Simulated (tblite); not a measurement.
Isomers of C7H11FO. Computed values, GFN2-xTB/tblite, gas phase, harmonic and unscaled. This tight-binding method is rough: wavenumbers can miss measured ones by several per cent, in bad cases by 10 to 20. One conformer each.

Electronic energies: GFN2-xTB at the same geometries; isomer energies are rough at this level and their order can be wrong.

```
                       SMILES  electronic energy, lowest = 0 (kJ/mol)
   C[C@@H]1C[C@@]12COC[C@H]2F                                     1.3
CC[C@@]12CO[C@@H](C1)[C@@H]2F                                    15.0
  C[C@@H]1[C@H](F)[C@]12CCCO2                                     0.0
        CO[C@@H]1C=CCC[C@H]1F                                    13.1
             CC(C)OC1=C(CF)C1                                   182.3
```

Q: How do GFN2-xTB zero-point energies change the relative energies?

A: 
```csv
SMILES,ZPE (kJ/mol),of it from modes above 1550 cm⁻¹,electronic (kJ/mol),"with ZPE, lowest = 0 (kJ/mol)",lowest mode (cm⁻¹),rings
C[C@@H]1[C@H](F)[C@]12CCCO2,438.5,198.0,0.0,0.0,50,2
C[C@@H]1C[C@@]12COC[C@H]2F,438.5,197.3,1.3,1.2,55,2
CO[C@@H]1C=CCC[C@H]1F,436.2,205.8,13.1,10.8,57,1
CC[C@@]12CO[C@@H](C1)[C@@H]2F,441.6,198.0,15.0,18.0,62,3
CC(C)OC1=C(CF)C1,428.9,209.4,182.3,172.7,25,1
```

The zero-point energies span 12.7 kJ/mol, from `CC(C)OC1=C(CF)C1` to `CC[C@@]12CO[C@@H](C1)[C@@H]2F`. The order is unchanged.

Q: What do entropy and thermal enthalpy add at 298.15 K and 1 bar (rigid rotor, harmonic oscillator, one conformer each)?

A: 
```csv
SMILES,point group,symmetry number,S (J/(mol K)),H − H(0) (kJ/mol),ZPE + H − H(0) − TS (kJ/mol)
C[C@@H]1[C@H](F)[C@]12CCCO2,C1,1,386.9,25.89,349.1
C[C@@H]1C[C@@]12COC[C@H]2F,C1,1,381.7,25.39,350.1
CO[C@@H]1C=CCC[C@H]1F,C1,1,389.0,26.20,346.4
CC[C@@]12CO[C@@H](C1)[C@@H]2F,C1,1,372.0,24.22,354.9
CC(C)OC1=C(CF)C1,C1,1,435.2,30.80,330.0
```
